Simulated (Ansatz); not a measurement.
Gas-phase electronic energies from Ansatz, PBE0-D4/def2-TZVP geometries. CCSD(T)/CBS is the MP2 limit (def2-TZVPP, def2-QZVPP) plus CCSD(T) − MP2 in def2-TZVPP, frozen cores. This one scheme is used for every species. Functionals use def2-TZVPP. B3LYP here is the variant with VWN-RPA as its local correlation; programs differ in this. One conformer a species, not always the lowest.

`BSCB[SiH3]` + `C[SiH2]O` → `C[SiH2]OB[SiH3]` + `BSC`  (ligand exchange at a B–C bond)

`BSCB[SiH3]`:

Z-matrix (Å, degrees):
```
C
S 1 1.817
B 1 1.556 2 117.2
H 1 1.101 2 107.9 3 -119.3
H 1 1.095 2 109.1 3 127.4
B 2 1.749 1 105.6 3 -119.9
Si 3 2.019 1 124.5 2 -5.9
H 3 1.200 1 115.2 2 173.7
H 6 1.192 2 116.0 1 178.9
H 6 1.194 2 121.1 1 -1.0
H 7 1.492 3 107.2 1 75.5
H 7 1.488 3 112.5 1 -165.8
H 7 1.488 3 112.2 1 -43.0
```

`C[SiH2]O`:

Z-matrix (Å, degrees):
```
C
Si 1 1.863
H 1 1.093 2 111.0
H 1 1.094 2 110.2 3 119.8
H 1 1.093 2 111.5 3 -120.7
O 2 1.652 1 112.6 3 57.7
H 2 1.492 1 108.9 3 -179.5
H 2 1.483 1 110.6 3 -59.4
H 6 0.957 2 117.7 1 68.6
```

`C[SiH2]OB[SiH3]`:

```xyz
14

C     1.447    1.642   -1.163
Si    1.766    0.240    0.013
O     0.363   -0.535    0.474
B    -0.940   -0.365    0.189
Si   -2.345   -1.583    1.007
H     0.808    2.405   -0.714
H     0.970    1.294   -2.082
H     2.398    2.111   -1.431
H     2.403    0.724    1.263
H     2.626   -0.796   -0.610
H    -1.269    0.523   -0.563
H    -1.785   -2.625    1.911
H    -3.328   -0.769    1.781
H    -3.113   -2.266   -0.076
```

`BSC`:

```xyz
8

B     1.085    0.624   -0.974
S    -0.194   -0.569   -0.942
C    -0.870   -0.520    0.735
H     1.351    1.271   -0.007
H     1.660    0.742   -2.012
H    -0.759   -1.503    1.192
H    -1.930   -0.270    0.683
H    -0.343    0.225    1.326
```

CCSD(T)/CBS gives -133.1 kJ/mol.

Problem. Another level gave -134.6 kJ/mol. Which?
A. PBE0-D4/def2-TZVPP
B. HF/def2-TZVPP
C. ωB97M-V/def2-TZVPP
D. B3LYP/def2-TZVPP

Solution. C. ωB97M-V -134.6, PBE0-D4 -130.6, HF/def2-TZVPP -147.6, B3LYP -143.0 kJ/mol.

Largest T1 diagnostic among the species: 0.014.

In def2-TZVPP, CCSD(T) changes the Hartree–Fock value by +11.2 kJ/mol (the triples alone add +0.6 kJ/mol) and MP2 by +13.2 kJ/mol. The D4 term adds +3.7 kJ/mol with B3LYP and +2.0 kJ/mol with PBE0; it sums over pairs of atoms, weighted by their polarisabilities, and B3LYP, whose exchange is more repulsive, gets the larger term.
